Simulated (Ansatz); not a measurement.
Molecule: MnF₂, net charge 0, sextet state. The spin state was set by rule; other spins were not relaxed. SMILES: [F][Mn][F]
Geometry: optimised at B3LYP-D3(BJ)/def2-TZVP (Ansatz, a first-principles code).

Quantity: atomisation energy (electronic, to ground-state atoms), in eV. Valence correlation only, unless marked. UHF or UKS for open shells. Spin-orbit coupling is left out. The frozen core is the preceding noble-gas configuration, with the filled d and f shells of earlier blocks. No relativistic terms. The coupled-cluster limit lacks core correlation, which all-electron functionals hold. CBS marks a two-point X^-3 extrapolation of the correlation energy; Hartree-Fock from the larger set. The bracket is a focal-point correction in the basis named.

| level | program | atomisation energy (eV) |
|---|---|---|
| HF/def2-TZVPPD | Ansatz | 6.96 |
| BLYP-D4/def2-TZVPD | Ansatz + dftd4 | 10.83 |
| BLYP/def2-TZVPD | Ansatz | 10.77 |
| revPBE/def2-TZVPD | Ansatz | 10.65 |
| B3LYP-D3(BJ)/def2-TZVPD | Ansatz + dftd3 | 10.27 |
| PBE0/def2-SVP | Ansatz | 9.92 |
| PBE0-D4/def2-TZVPD | Ansatz + dftd4 | 10.28 |
| PBE0/def2-TZVPD | Ansatz | 10.26 |
| RPA@PBE/def2-TZVPP | Ansatz | 8.80 |
| SCS-MP2/def2-TZVPP | Ansatz | 10.15 |
| SCS-MP2/def2-TZVPPD | Ansatz | 10.30 |
| CCSD(T)/def2-SVP | Ansatz | 9.01 |
| CCSD(T)/def2-SVPD | Ansatz | 10.10 |
| RI-MP2/CBS(def2-TZVPPD,def2-QZVPPD)+[CCSD(T)-MP2]/def2-SVPD | Ansatz | 10.26 |
| RI-MP2/CBS(def2-TZVPPD,def2-QZVPPD)+[CCSD(T)-MP2]/def2-TZVPPD | Ansatz | 10.29 |
